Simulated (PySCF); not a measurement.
C₂H₆F₂OSi, SMILES OC[Si@H](F)CF.

Geometry: TPSSh-D3(BJ)/def2-SVP. The structure was generated by enumeration; whether it is a known compound was not checked. The values are those of a single conformer.

Computed with TDA-PBE0/def2-SVPD run with PySCF.

Vertical excitations. The molecule is in vacuum.

Computed excitation energies, oscillator strengths and character:
```tsv
state	energy (eV)	λ (nm)	f	main pairs
S1	6.39	194	0.010	HOMO→LUMO 85 %
S2	6.57	189	0.001	HOMO→LUMO+1 83 %, HOMO→LUMO 13 %
S3	7.32	169	0.015	HOMO→LUMO+2 94 %
S4	7.54	165	0.008	HOMO−1→LUMO 94 %
S5	7.92	157	0.034	HOMO→LUMO+3 94 %
S6	8.17	152	0.019	HOMO→LUMO+4 47 %, HOMO−1→LUMO+1 34 %, HOMO−2→LUMO 8 %
S7	8.30	149	0.012	HOMO−2→LUMO 68 %, HOMO−2→LUMO+1 14 %, HOMO→LUMO+4 12 %
S8	8.37	148	0.079	HOMO−1→LUMO+1 49 %, HOMO→LUMO+4 29 %, HOMO−2→LUMO 8 %
S9	8.52	146	0.015	HOMO→LUMO+5 85 %
S10	8.55	145	0.028	HOMO−2→LUMO+1 60 %, HOMO−1→LUMO+2 17 %, HOMO−2→LUMO 10 %
T1	5.98	207	0	HOMO→LUMO 64 %, HOMO→LUMO+1 29 %
T2	6.26	198	0	HOMO→LUMO+1 63 %, HOMO→LUMO 29 %
T3	6.95	178	0	HOMO−1→LUMO 83 %
T4	7.11	174	0	HOMO→LUMO+2 83 %
```
Triplets are in the Tamm–Dancoff approximation.
